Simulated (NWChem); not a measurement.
# SiP2H6O; SMILES P[SiH](O)P

```xyz
10

Si     0.3963    -0.0192    -0.3421
O      1.7958    -0.2921     0.5271
P     -0.7962     1.8094     0.2686
P     -0.9035    -1.8105     0.0964
H      0.7087     0.1617    -1.7969
H      2.4970     0.3598     0.4307
H     -0.5711     1.5962     1.6631
H      0.3136     2.7003     0.1241
H     -1.8013    -1.4884    -0.9690
H     -0.1190    -2.6932    -0.7084
```
Atoms are numbered in this order, from 1.

Level: PBE0/def2-SVP (NWChem), optimised geometry, unscaled harmonic frequencies. 

| frequency (cm⁻¹) | IR intensity (km/mol) |
|---|---|
| 112 | 3.7 |
| 122 | 4.2 |
| 151 | 4.8 |
| 182 | 26.3 |
| 204 | 42.2 |
| 230 | 66.0 |
| 408 | 7.2 |
| 479 | 19.7 |
| 555 | 38.1 |
| 613 | 35.7 |
| 671 | 69.5 |
| 726 | 52.0 |
| 755 | 91.0 |
| 828 | 229.4 |
| 840 | 39.6 |
| 918 | 75.8 |
| 1081 | 2.5 |
| 1088 | 32.8 |
| 2194 | 131.1 |
| 2396 | 34.3 |
| 2401 | 32.6 |
| 2417 | 40.1 |
| 2419 | 35.9 |
| 3922 | 107.4 |

```json
{
 "zero_point_energy": "36.7 kcal/mol",
 "thermal correction to the enthalpy at 298.15 K (with zero-point energy)": "42.3 kcal/mol",
 "heat capacity Cv": "26.8 cal/(mol K)",
 "entropy at 298.15 K and 1 atm (symmetry number 1)": "87.0 cal/(mol K)",
 "dipole_moment": "2.09 D"
}
```

Rigid rotor and harmonic oscillator.
